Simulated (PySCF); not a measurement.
## Substituent chemical shifts

Parent skeleton `[O:1]=[C:2]([OH:3])[SiH2:4][F:5]`; one hydrogen on atom 3 is replaced by X. Hydrogens on one atom are averaged.

PySCF 2.14 calculation with geometry: GFN2-xTB and PBE0/pcSseg-1 with gauge-including orbitals; relativity neglected, equivalent nuclei averaged, one conformer, gas phase.

Shifts are taken against calculated references (same method and geometry level): H2O for 17O (σref 336.08); 13C (σref 186.93), 29Si (σref 349.16), 1H (σref 31.72) against TMS; 19F (σref 170.95) vs CFCl3.

Problem. Order these by the shift of O1, most shielded first.
A. X = CH2CF3
B. X = tBu
C. X = vinyl
D. X = cPr
E. X = iPr
F. X = CH3

Solution. D (495.5 ppm), A (501.0 ppm), C (504.2 ppm), E (506.1 ppm), B (512.9 ppm), F (516.2 ppm).

Unscaled 19F shifts against computed CFCl3 carry errors that often reach 10 to 50 ppm. Unscaled 17O shifts of doubly bonded oxygen tend to come out too high, by tens of ppm or more. Experimental scales use liquid or dissolved standards, which lie at an offset from isolated H2O (liquid H2O: subtract about 36 ppm).
